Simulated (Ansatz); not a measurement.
Wavefunction ladder for `CC(C)N[Si](Cl)(Cl)Cl`

```xyz
16

C    -0.1775   -1.2722   -1.2782
C     0.3063   -0.0861   -0.4603
C     1.8089   -0.1197   -0.2355
N    -0.4044   -0.0064    0.8107
Si   -1.4211    1.2395    1.2779
Cl   -0.4687    3.0451    1.2960
Cl   -3.0015    1.4800    0.0067
Cl   -2.1126    0.8138    3.1411
H     0.3281   -1.3125   -2.2458
H     0.0314   -2.2090   -0.7521
H    -1.2535   -1.2104   -1.4491
H     0.0648    0.8301   -1.0121
H     2.0899   -1.0137    0.3299
H     2.1345    0.7561    0.3280
H     2.3462   -0.1433   -1.1864
H    -0.2709   -0.7913    1.4290
```

The species carries charge 0 and has multiplicity 1. The structure was optimised at the PBE0-D4/def2-TZVP level. It is one conformer, not always the lowest. Frozen core, restricted reference, the Gaussian-basis code of Ansatz. CBS rows extrapolate triple and quadruple zeta; past MP2 they add the triple-zeta difference.

```json
{"basis": "def2-SVP", "HF (Eh)": "-1839.69091", "MP2 corr.": "-1.08559", "CCSD corr.": "-1.16969", "(T)": "-0.03133", "CCSD(T) total": "-1840.89193"}
{"basis": "def2-TZVPP", "HF (Eh)": "-1840.46618", "MP2 corr.": "-1.41587", "CCSD corr.": "-1.49888", "(T)": "-0.06377", "CCSD(T) total": "-1842.02883"}
{"basis": "def2-QZVPP", "HF (Eh)": "-1840.52160", "MP2 corr.": "-1.53330", "CCSD corr.": "–", "(T)": "–", "CCSD(T) total": "–"}
{"basis": "CBS(def2)", "HF (Eh)": "-1840.52924", "MP2 corr.": "-1.62029", "CCSD corr.": "-1.70330", "(T)": "as TZ", "CCSD(T) total": "-1842.29631"}
```
